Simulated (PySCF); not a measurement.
**Excitation energy of Ga²⁺ by level of theory**

Ga²⁺ [Ar] 3d10 4s1 (2S) → Ga²⁺ [Ar] 3d9 4s2 (2D), as a difference of total energies. Calculation: PySCF 2.14, in aug-cc-pVQZ-PP with ECP10MDF; scalar relativity through the core potential. The calculations carry no spin-orbit coupling.

```
   method  excitation energy (eV)
      UHF                  15.872
      LDA                  16.826
      PBE                  16.614
     PBE0                  16.603
   r2SCAN                  16.426
  LC-wPBE                  16.971
     BLYP                  16.188
CAM-B3LYP                  16.255
    B97-3                  16.373
```
